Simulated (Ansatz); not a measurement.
Ansatz (a first-principles code) input (B3LYP-D3(BJ)/def2-TZVP):

Ansatz 0.2 input:
```yaml
crystal:
  periodic: [false, false, false]
  atoms:
    - {symbol: Nb, position_ang: [-0.14483691, 0.05314212, -0.04655262]}
    - {symbol: C, position_ang: [-1.43171430, 1.62301828, 0.82515854]}
    - {symbol: C, position_ang: [1.62826969, 0.97317103, -1.10342910]}
    - {symbol: C, position_ang: [0.90685148, -1.09623117, 1.58833145]}
    - {symbol: C, position_ang: [-1.12214768, -1.53147146, -1.35011894]}
    - {symbol: H, position_ang: [-0.77440279, 2.25910923, 1.44656219]}
    - {symbol: H, position_ang: [-2.21520212, 1.27127521, 1.48904034]}
    - {symbol: H, position_ang: [-1.92589134, 2.31636501, 0.06360881]}
    - {symbol: H, position_ang: [1.38761736, 1.43964662, -2.02809073]}
    - {symbol: H, position_ang: [2.06427046, 1.75522663, -0.42124923]}
    - {symbol: H, position_ang: [2.46773716, 0.22173021, -1.22084292]}
    - {symbol: H, position_ang: [0.19676658, -1.86052682, 2.07217523]}
    - {symbol: H, position_ang: [1.74212137, -1.61445803, 1.21293142]}
    - {symbol: H, position_ang: [1.18382015, -0.42917755, 2.36657546]}
    - {symbol: H, position_ang: [-1.48819194, -1.16645839, -2.37280934]}
    - {symbol: H, position_ang: [-0.50600546, -2.34175887, -1.57315226]}
    - {symbol: H, position_ang: [-2.09370590, -1.89658164, -0.89615680]}
basis:
  gaussian:
    orbitals: def2-TZVP
hamiltonian:
  xc: b3lyp
  dispersion: d3bj
magnetization: {spin_polarized: true, initial_magnetization: 1}
relax: {f_tol: 0.002, max_steps: 150}
```

End of the output:

```
reference -5896.08649742 eV, -216.6771822690 hartree; 25, 24 occupied and 211, 212 virtual orbitals, 1619 factors
relax step  12: F+E_penalty+E_count = -5896.74941598 eV  Δ(F+E_penalty+E_count) = -5.281e-7 eV  max|allowed force component| = 9.094e-4 eV/Å  Δτ_max = 0.0011 Å  (52 SCF iters, accepted)
integrals: 0.19 GiB planned
1619 factors; their error is unknown
0.30 GiB of the device are held for the grids
1.34 GiB of device memory are held for the factors and their scratch space
mean field: 1.59 GiB planned
mean field evaluation 192: about -5896.0944 eV, gradient 3.2e-2 eV
mean field -5896.08613808 eV, -216.6771690638 hartree, gradient 4.2e-6 eV, S^2 0.753568; 3 other end points of the search recorded, 0 dependent functions left out
the calculation of the forces begins
reference -5896.08649742 eV, -216.6771822690 hartree; 25, 24 occupied and 211, 212 virtual orbitals, 1619 factors
Total energy: -5896.74977531 eV, -216.7015572822 hartree
Atom 0 at    -0.007355    -0.001311     0.002968 Å, force    -0.000394    -0.000909     0.000451 eV/Å
Atom 1 at    -1.333406     1.545008     0.712211 Å, force     0.000099     0.000010     0.000220 eV/Å
Atom 2 at     1.550305     1.021191    -1.083625 Å, force    -0.000242     0.000190    -0.000108 eV/Å
Atom 3 at     0.799284    -1.156738     1.636027 Å, force     0.000364     0.000141    -0.000506 eV/Å
Atom 4 at    -1.045555    -1.415116    -1.252375 Å, force     0.000102     0.000402     0.000452 eV/Å
Atom 5 at    -0.862001     2.249042     1.406458 Å, force    -0.000116     0.000001    -0.000092 eV/Å
Atom 6 at    -2.119682     1.007953     1.262638 Å, force     0.000099     0.000076    -0.000131 eV/Å
Atom 7 at    -1.817031     2.115683    -0.087959 Å, force    -0.000097     0.000052    -0.000042 eV/Å
Atom 8 at     1.191732     1.569476    -1.961502 Å, force     0.000031    -0.000023    -0.000040 eV/Å
Atom 9 at     2.147144     1.702179    -0.467287 Å, force     0.000138    -0.000007     0.000078 eV/Å
Atom 10 at     2.215645     0.220332    -1.437959 Å, force     0.000221    -0.000062    -0.000050 eV/Å
Atom 11 at     0.036811    -1.641612     2.255187 Å, force    -0.000268    -0.000007     0.000081 eV/Å
Atom 12 at     1.529071    -1.912593     1.326297 Å, force    -0.000023    -0.000156    -0.000152 eV/Å
Atom 13 at     1.324089    -0.422775     2.264895 Å, force     0.000061     0.000328     0.000366 eV/Å
Atom 14 at    -1.449883    -0.811281    -2.077898 Å, force    -0.000141     0.000191    -0.000534 eV/Å
Atom 15 at    -0.395767    -2.182099    -1.687506 Å, force     0.000178    -0.000252    -0.000194 eV/Å
Atom 16 at    -1.888045    -1.911320    -0.758589 Å, force    -0.000011     0.000027     0.000200 eV/Å
Dipole moment:    -0.000002     0.000051    -0.000073 e Å
```

The spin state was set by rule; other spins were not relaxed.
